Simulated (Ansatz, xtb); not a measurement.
**Relaxing a trial structure of BF3H2Si**

The starting geometry of this gas-phase singlet has its atoms placed at random.

```xyz
7

B    -0.2534   -1.4168   -1.5805
F     0.1252    1.2034   -1.4086
F     0.1368   -1.2572    0.7994
F    -0.6233    0.2248   -1.9269
Si    1.4014   -0.1704    0.8067
H     0.2720    0.0225    1.7252
H    -0.1176   -1.6378   -0.0947
```

Task: One run relaxed it with r2SCAN-D4/def2-SVP. What is a likely outcome?

Result: It ends as `FB[SiH](F)F`. Distances that change by over a tenth: F2–F4 (1.34 → 3.97 Å). Contacts that open: F3–H7 (1.00 → 3.44 Å). Contacts that close: B1–F4 (1.72 → 1.32 Å), B1–Si5 (3.16 → 2.03 Å), B1–H7 (1.51 → 1.21 Å), F2–Si5 (2.90 → 1.62 Å).

The energy falls by 18.33 eV over 28 steps:

```tsv
step	E − E(last) (eV)
1	18.330
4	8.658
7	5.448
10	4.688
13	3.893
16	1.068
19	0.160
22	0.007
25	0.000
28	0.000
```

Final geometry (Å):

| atom | x (Å) | y (Å) | z (Å) |
| --- | --- | --- | --- |
| B | -0.0661 | -0.9599 | -1.3164 |
| F | -0.8519 | 1.0293 | 0.7298 |
| F | 0.1856 | -1.1929 | 1.6241 |
| F | 0.8307 | -0.9213 | -2.2891 |
| Si | 0.3200 | -0.0623 | 0.4676 |
| H | 1.6276 | 0.6200 | 0.6463 |
| H | -1.1048 | -1.5443 | -1.5419 |

From the same start GFN2-xTB ends elsewhere, in pieces: F2H2Si + BF.

From so rough a start the end depends on the optimiser's path, so another program may land elsewhere. No frequencies were run, so the end isn't proven a minimum. Run with Ansatz 0.2.0, 54 s on 1 thread of Intel(R) Xeon(R) 6975P-C (Granite Rapids) (shared host).
